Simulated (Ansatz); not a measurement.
Basis-set extrapolation for ClFH6Si3, SMILES `F[SiH]([SiH3])[SiH2]Cl` (PBE0-D4/def2-TZVP geometry, frozen core, Ansatz). Multiplicity 1, RHF reference.

|  | def2-TZVPP | def2-QZVPP |
| --- | --- | --- |
| HF | -1429.428926 | -1429.473592 |
| MP2 correlation | -0.804918 | -0.877932 |
| CCSD(T) correlation | -0.906363 | not run |

Energies in hartree. Use E(X) = E(∞) + A·exp(−7.88·√X) for Hartree–Fock and E(X) = E(∞) + B·X^(−2.97) for correlation, with X = 3 and 4, and add CCSD(T) minus MP2 of the smaller set to the MP2 limit.

**Question.** What is the CCSD(T) energy at the basis-set limit?

**Answer.** HF limit: -1429.473592 + (-0.044666) × 0.13774 = -1429.47974. MP2 limit: -0.877932 + (-0.073014) × 0.74074 = -0.93202. Higher-order term: -0.906363 − (-0.804918) = -0.10145. Total: -1430.51321 hartree, 467.1 kJ/mol below CCSD(T)/def2-TZVPP.
